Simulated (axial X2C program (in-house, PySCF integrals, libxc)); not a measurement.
**Low determinants of SnSe at the PBE0 level, two-component**

Computed with an in-house all-electron X2C program for linear molecules (integrals from PySCF). Two-component (2c) means X2C with spin–orbit coupling and atomic mean-field two-electron Coulomb and Gaunt terms. Basis: Sn dyall-cv3z [11s12p9d4f1g], Se dyall-cv3z [8s9p6d4f1g] (cores contracted in-house); Gaussian nuclei, density fitting, unrestricted open shells. Masses: Sn 119.902 u, Se 79.917 u.

Search at 2.370 Å (vertical energies from the lowest determinant):

| ΔE (eV) | state | electrons beyond evenly filled partner blocks | electrons in ±ω = 1/2, 3/2, 5/2, 7/2 |
| --- | --- | --- | --- |
| 0.00 | Ω = 0 | none | 54 24 6 0 |
| 2.21 | Ω = 1 | ω = -1/2, ω = 3/2 | 55 23 6 0 |
| 2.36 | Ω = 2 | ω = 1/2, ω = 3/2 | 55 23 6 0 |
| 2.43 | Ω = 1 | 2 × ω = 1/2 | 54 24 6 0 |
| 2.50 | Ω = 3 | 2 × ω = 3/2 | 54 24 6 0 |
| 2.73 | Ω = 1 | ω = -1/2, ω = 3/2 | 53 25 6 0 |
| 2.81 | Ω = 2 | ω = 1/2, ω = 3/2 | 53 25 6 0 |

Lowest determinant, Ω = 0 (closed shell): Re = 2.325 Å, ωe = 336.9 cm⁻¹.

The determinant in row 2 of the search, Ω = 1 (⟨Sz⟩ = 1.00, ⟨Lz⟩ = 0.00 at PBE0), was followed along the bond at PBE0; measured from the minimum of the lowest determinant it gives:

Te = 1.923 eV (15508 cm⁻¹), Re = 2.598 Å, ωe = 222.9 cm⁻¹.

Compare the bond of the determinant in row 2 with that of the lowest one.

At PBE0 its Re is 0.273 Å longer and its force constant, which goes as ωe², is 0.44 times that of the lowest determinant. T0 ≈ Te + Δωe/2 = 15508 + (-57) = 15451 cm⁻¹.

The search compares states at one distance, so a state with another bond length can lie lower; it is not exhaustive and yields mostly the lowest determinant of each block pattern, so other components and higher states of one pattern are missing. These are energies of single determinants, not of spin-adapted states; PBE0 term energies can be off by some tenths of an eV, and the functional has no current term. Open-shell Ω = 0 determinants with evenly filled partner blocks cannot be reached by this program, so the Ω shown need not be the lowest component.
